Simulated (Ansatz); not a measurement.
A nudged elastic band was laid between two geometries of CH3F2NSi (8 atoms, charge 0, multiplicity 1).

Theory: RHF/6-31G* in Ansatz 0.2.0.

```yaml
movable_images: 5
climbing_image: yes
spring: 5.0 eV/Å²
optimiser: quadratic models (default)
start_path: through a guess of the saddle point
force_threshold: 0.03 eV/Å
iteration_limit: 60
end_points: relaxed
```

First end point:

```xyz
8
Properties=species:S:1:pos:R:3
F 2.048 -1.373 1.188
C 0.985 -0.962 0.572
F 0.308 -2.024 0.216
N 0.693 0.200 0.374
Si -0.697 0.877 -0.433
H -0.623 2.337 -0.309
H -0.682 0.498 -1.857
H -1.939 0.390 0.192
```

Last end point:

```xyz
8
Properties=species:S:1:pos:R:3
F 2.054 -1.280 0.550
C 0.832 -0.978 0.286
F 0.047 -1.932 0.601
N 0.449 0.089 -0.206
Si -1.514 0.647 -0.803
H -1.016 2.072 -0.731
H 1.185 0.741 -0.396
H -1.945 0.584 0.643
```

Task: Which bonds break or form, and what moves?

Result: Bonds broken: Si5–H7. Bonds formed: N4–H7.

Task: What energy profile does the band end with?

Result: It converged. The highest image is number 3 of 0 to 6, 414.3 kJ/mol above the first end and 211.4 kJ/mol above the last; the last end lies 202.9 kJ/mol above the first. A structure lower than the first end lies on the path between it and the top, so the climb from that side starts below the end, which may itself be a saddle point or a shallow side well. Neighbouring images differ by up to 3.8 eV, so the band resolves the path poorly. A vibrational analysis at the climbing image gives one clearly imaginary mode, 2077i cm⁻¹: a first-order saddle point. The orbitals stay closed-shell, which can raise the energy where a bond breaks towards radicals; this wasn't checked here.

| image | path coordinate (Å) | energy (kJ/mol) | Si5–H7 (Å) | N4–H7 (Å) |
| --- | --- | --- | --- | --- |
| 0 | 0.00 | 0.0 | 1.47 | 2.64 |
| 1 | 0.99 | -0.8 | 1.47 | 2.61 |
| 2 | 1.98 | 52.0 | 1.46 | 2.21 |
| 3 | 2.97 | 414.3 | 1.69 | 1.27 |
| 4 | 3.85 | 212.4 | 2.51 | 1.00 |
| 5 | 4.72 | 203.4 | 2.70 | 1.00 |
| 6 | 5.59 | 202.9 | 2.73 | 1.00 |

Task: What is the geometry of the highest image?

Result: 
```xyz
8
Properties=species:S:1:pos:R:3
F 2.045 -1.501 0.359
C 0.887 -0.941 0.494
F 0.147 -1.694 1.245
N 0.553 0.124 -0.011
Si -0.971 0.984 -0.710
H -0.966 2.255 0.047
H 0.556 0.490 -1.231
H -2.160 0.226 -0.249
```

The band took 19 iterations and about 3 core-minutes.

Run time: 3.2 min on 1 thread of Intel(R) Xeon(R) Platinum 8488C (Sapphire Rapids), on a shared host, peak memory 0.16 GiB.
